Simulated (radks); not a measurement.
Species: Sb32+. Configuration: [Ar] 3d1 (the NIST ground configuration).

All-electron calculation, scalar-relativistic Kohn-Sham, PBE, spin-unpolarised, spherical densities, point nucleus. Program: a radial shooting solver on a logarithmic mesh with Libxc functionals.

Energy parts (eV):
part                       energy
total                 -156026.689
kinetic                164091.922
electron-nucleus      -344352.277
Hartree                 27382.710
exchange-correlation    -3149.044

Orbitals (lengths in bohr, moments of r in powers of bohr; <r^-3> diverges for s and p1/2):
orbital  occ.  eigenvalue (eV)  <r^-3>
1s          2        -31921.46       -
2s          2        -6194.484       -
2p          6        -5733.688    5108
3s          2        -2241.109       -
3p          6        -2093.782    1195
3d          1        -1903.182   174.8

The highest occupied level is 3d at -1903.2 eV. The density falls to 0.001 e/bohr^3 at r = 0.88 bohr.
